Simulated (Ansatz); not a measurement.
One change: `F[Si](Cl)(Cl)Cl` becomes `F[SiH](Cl)Cl`.

Ansatz, PBE0-D4/def2-TZVP geometries, multiplicity 1. 

```json
{"property": "HOMO–LUMO gap (PBE0/def2-TZVPP) / eV", "`F[Si](Cl)(Cl)Cl`": "9.37"}
{"property": "HOMO–LUMO gap (B3LYP/def2-TZVPP) / eV", "`F[Si](Cl)(Cl)Cl`": "8.80"}
{"property": "HOMO energy (B3LYP/def2-TZVPP) / eV", "`F[Si](Cl)(Cl)Cl`": "-9.32"}
{"property": "HOMO energy (ωB97M-V/def2-TZVPP) / eV", "`F[Si](Cl)(Cl)Cl`": "-11.86"}
{"property": "LUMO energy (ωB97M-V/def2-TZVPP) / eV", "`F[Si](Cl)(Cl)Cl`": "1.84"}
{"property": "size of the dipole moment (PBE/def2-TZVPP) / D", "`F[Si](Cl)(Cl)Cl`": "0.51"}
```

Question: Give the same properties after the change, and the shifts. (An estimate is asked.)

Answer: The calculation gave: 
```tsv
property	`F[SiH](Cl)Cl`	shift
HOMO–LUMO gap (PBE0/def2-TZVPP) / eV	9.87	0.50
HOMO–LUMO gap (B3LYP/def2-TZVPP) / eV	9.36	0.56
HOMO energy (B3LYP/def2-TZVPP) / eV	-9.36	-0.04
HOMO energy (ωB97M-V/def2-TZVPP) / eV	-11.90	-0.04
LUMO energy (ωB97M-V/def2-TZVPP) / eV	2.13	0.29
size of the dipole moment (PBE/def2-TZVPP) / D	0.92	0.41
```

Dipoles are sizes alone; their direction can turn.

B3LYP here is the variant with VWN-RPA as its local correlation; programs differ in this.
